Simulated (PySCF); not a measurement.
Oxygen: a sound run and one with changed settings

Sound run: O+ [He] 2s2 2p3, O(2+) [He] 2s2 2p2. Computed with PySCF 2.14 in aug-cc-pVDZ-DK (4s3p2d, 23 functions), with the spin-free X2C one-electron Hamiltonian (Gaussian nucleus). The sound run starts from symmetry-adapted Hartree-Fock orbitals and uses a fine grid where one is needed.

Changed run: 14 angular points. This setting is unsound on purpose.

```json
{"species": "O+", "method": "UHF", "sound run (hartree)": "-74.40588", "changed run (hartree)": "-74.40588", "converged": "yes"}
{"species": "O+", "method": "B3LYP", "sound run (hartree)": "-74.61086", "changed run (hartree)": "-74.61086", "converged": "yes"}
{"species": "O+", "method": "LDA", "sound run (hartree)": "-74.04198", "changed run (hartree)": "-74.04198", "converged": "yes"}
{"species": "O(2+)", "method": "UHF", "sound run (hartree)": "-73.13623", "changed run (hartree)": "-73.13623", "converged": "yes"}
{"species": "O(2+)", "method": "B3LYP", "sound run (hartree)": "-73.31243", "changed run (hartree)": "-73.31241", "converged": "yes"}
{"species": "O(2+)", "method": "LDA", "sound run (hartree)": "-72.73358", "changed run (hartree)": "-72.73498", "converged": "yes"}
```

Ionisation energy of O+:

| method | sound run (eV) | changed run (eV) |
| --- | --- | --- |
| UHF | 34.549 | 34.549 |
| B3LYP | 35.332 | 35.333 |
| LDA | 35.603 | 35.565 |

A coarse angular grid integrates products of high-l functions wrongly, so density functionals can shift, and the SCF can exploit the error; Hartree-Fock and MP2 need no grid.

For comparison, NIST gives 35.121 eV between the lowest levels.
